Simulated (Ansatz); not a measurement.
Calculated with Ansatz (gas phase, PBE0-D4/def2-TZVP geometries, no zero-point term in ΔE). CCSD(T)/CBS adds triple-zeta CCSD(T) − MP2 to the extrapolated MP2 energy (def2 sets, frozen cores). This one scheme is used for every species. Functionals use def2-TZVPP. B3LYP here is the variant with VWN-RPA as its local correlation; programs differ in this. HSE06 is defined as in plane-wave codes. One conformer a species, not always the lowest.

Consider the substitution at a C–C bond: `NCC1O[SiH2]1` + HCl → `ClC1O[SiH2]1` + CH₃NH₂.

| level | ΔE (kJ/mol) | difference from CCSD(T)/CBS |
| --- | --- | --- |
| LDA (SPW92) | 40.3 | -1.1 |
| revPBE-D4 | 33.1 | -8.3 |
| BLYP-D4 | 30.8 | -10.6 |
| r2SCAN-D4 | 36.2 | -5.2 |
| B97M-V | 39.2 | -2.2 |
| PBE0-D4 | 36.7 | -4.7 |
| B3LYP-D4 | 34.4 | -7.0 |
| r2SCANh-D4 | 37.2 | -4.2 |
| r2SCAN0-D4 | 38.8 | -2.6 |
| HSE06-D4 | 36.3 | -5.1 |
| BHLYP-D4 | 38.0 | -3.4 |
| CAM-B3LYP-D4 | 38.2 | -3.2 |
| ωB97X-V | 37.5 | -3.9 |
| ωB97M-V | 38.2 | -3.2 |
| B2PLYP | 35.0 | -6.4 |
| PBE-QIDH | 40.0 | -1.4 |
| PBE | 29.2 | -12.2 |
| revPBE | 24.8 | -16.6 |
| r2SCAN | 34.9 | -6.5 |
| PBE0 | 33.8 | -7.6 |
| B3LYP | 29.7 | -11.7 |
| r2SCANh | 36.0 | -5.4 |
| HSE06 | 33.6 | -7.8 |
| BHLYP | 35.2 | -6.2 |
| CAM-B3LYP | 35.3 | -6.1 |
| LC-ωPBE | 37.6 | -3.8 |
| RPA@PBE/def2-TZVPP | 41.2 | -0.2 |
| HF/def2-SVP | 45.3 | 3.9 |
| MP2/def2-SVP | 51.4 | 10.0 |
| CCSD/def2-SVP | 50.7 | 9.3 |
| CCSD(T)/def2-SVP | 50.8 | 9.4 |
| MP2/def2-TZVPP | 43.5 | 2.1 |
| SCS-MP2/def2-TZVPP | 40.9 | -0.5 |
| CCSD/def2-TZVPP | 44.4 | 3.0 |
| CCSD(T)/def2-TZVPP | 44.0 | 2.6 |
| HF/def2-QZVPP | 35.7 | -5.7 |
| MP2/def2-QZVPP | 41.8 | 0.4 |
| SCS-MP2/def2-QZVPP | 39.5 | -1.9 |
| MP2/CBS(def2) | 40.9 | -0.5 |
| CCSD/CBS(def2) | 41.8 | 0.4 |
| CCSD(T)/CBS | 41.4 | 0 |

Largest T1 diagnostic among the species: 0.014.

From BLYP to BHLYP (50 % exact exchange), in def2-TZVPP and without D4, ΔE moves by +10.6 kJ/mol. The D4 term adds +4.6 kJ/mol with B3LYP and +2.9 kJ/mol with PBE0; it sums over pairs of atoms, weighted by their polarisabilities, and B3LYP, whose exchange is more repulsive, gets the larger term.

CCSD(T)/CBS has its own doubt, a few kJ/mol and more with outer-core shells, so smaller differences from it don't rank the levels.
